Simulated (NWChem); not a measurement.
Si2H3O2F; SMILES F[SiH]1O[SiH2]O1

```xyz
8

F     -0.5751     2.0510     0.0000
Si     0.4583     0.8205     0.0000
O      0.1187    -0.3131    -1.1928
Si    -0.2408    -1.4740     0.0000
O      0.1187    -0.3131     1.1928
H      1.8146     1.3912     0.0000
H      0.6970    -2.6243     0.0000
H     -1.6574    -1.9158     0.0000
```
Atoms are numbered in this order, from 1.

Results from NWChem. Pople sets run with spherical d functions. Structure relaxed at the PBE0/def2-SVP level. Level: M06-2X/6-31G* with SMD (1 M gas to 1 M solution), gas-phase geometry. Reactions with the solvent are ignored.

```
solvent        dielectric constant  solvation free energy (kcal/mol)  cavity-dispersion-structure term (kcal/mol)  dipole in solution (D)
-------------  -------------------  --------------------------------  -------------------------------------------  ----------------------
water                         78.4                              -3.1                                          2.4                    1.91
acetonitrile                  35.7                              -3.3                                          0.0                    1.89
toluene                       2.37                              -2.6                                         -0.9                    1.75
cyclohexanone                 15.6                              -3.3                                         -0.4                    1.88
chloroform                    4.71                              -3.0                                         -0.1                    1.82
acetone                       20.5                                 ?                                         -0.8                    1.88
```

Problem. What belongs in the gaps?

Solution. 
- acetone, solvation free energy (kcal/mol): -3.9
